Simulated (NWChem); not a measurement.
BaCl, doublet; SMILES [Cl][Ba]

```xyz
2

Ba     0.0000     0.0000    -0.6929
Cl     0.0000     0.0000     2.0362
```
Atoms are numbered in this order, from 1.

Geometry: optimised at PBE0/def2-SVP, spin-unrestricted. This spin state was assumed; another may lie lower. No stability test was run on the SCF state. def2 effective core potentials on Ba; no spin-orbit coupling.

Q: List the 4 lowest vertical excitations from LDA (Slater exchange, VWN5)/def2-SVPD with def2 effective core potentials on Ba, spin-unrestricted, TDA (NWChem).

A: 
```json
[
 {"state": "state 1", "energy (eV)": "1.09", "oscillator strength": "0.000", "<S²>": "0.75"},
 {"state": "state 2", "energy (eV)": "1.09", "oscillator strength": "0.000", "<S²>": "0.75"},
 {"state": "state 3", "energy (eV)": "1.41", "oscillator strength": "0.075", "<S²>": "0.75"},
 {"state": "state 4", "energy (eV)": "1.41", "oscillator strength": "0.075", "<S²>": "0.75"}
]
```
